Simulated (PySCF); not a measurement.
# Does the structure fit the spectrum?

A compound C₄H₇FO₂Si gives the data below (simulated from a calculation) and was assigned the structure `O=C(O)[C@@H]1C[SiH2][C@@H]1F`.

¹³C{¹H} NMR (computed): δ 185.3 (C), 48.3 (CH), 8.1 (CH2, 2C).

¹H NMR (400 MHz, computed): δ 5.53 (m, 1H), 4.97 (m, 2H), 1.02 (m, 2H), 0.76 (m, 2H).

Non-relativistic Hamiltonian, single conformer, no solvent, fast rotation and ring inversion assumed for equivalent nuclei. σ from GIAO-PBE0/pcSseg-1; coordinates at the GFN2-xTB level; PySCF 2.14.

References, each an isolated molecule treated in the same way: ¹H (31.72 ppm), ¹³C (186.93 ppm) vs TMS.

**Question.** Compare with the shifts computed for the proposed structure, pairing carbons in order of shift.

**Answer.** Atom-mapped SMILES (the numbers label the heavy atoms): `[O:1]=[C:2]([OH:3])[C@@H:4]1[CH2:5][SiH2:6][C@@H:7]1[F:8]` (H(Xn): hydrogen on atom n).

| atom | computed for proposal | given list | difference |
| --- | --- | --- | --- |
| C2 | 177.1 | 185.3 | -8.2 |
| C7 | 89.7 | 48.3 | +41.4 |
| C4 | 52.1 | 8.1 | +44.0 |
| C5 | 6.8 | 8.1 | -1.3 |

The rms difference is 30.5 ppm and the largest +44.0 ppm at C4 (sp3 CH α to a carbonyl). The proposal also would give 4 carbon signals, not 3. The carbon types in order of shift don't match either: C, CH, CH, CH2 for the proposal against C, CH, CH2, CH2 in the data. The proposal doesn't fit.

**Question.** Which isomer fits?

**Answer.** `InChI=1S/C4H7FO2Si/c5-8-4(6)7-3-1-2-3/h3H,1-2,8H2`.

- Carbon types of the structure: 1 × C, 1 × CH, 2 × CH2, leaving 2 H on heteroatoms.
- δC 185.3: carbonyl carbon.
- δC 48.3, 8.1: three-membered-ring carbon.
- δH 5.53, 1.02, 0.76: hydrogen on a three-membered-ring carbon.
- δH 4.97: hydrogen on a silicon bonded to C, F.

This is the structure that produced the data.

Splittings by ¹⁹F in the carbon and heteronuclear signals aren't shown, as no couplings were computed. Shifts are as computed. Against solution values, carbons near 30 ppm lie about +3 ppm off and those near 130 ppm about +5 ppm. Of 1211 compounds with measured shifts, 218 miss one by over three times the rms of a fit or turn the order of signals round; such compounds aren't used in these exercises. Multiplicities follow the n + 1 count of equivalent neighbours, as no J values were calculated; m marks all less simple cases, F and P coupling included.
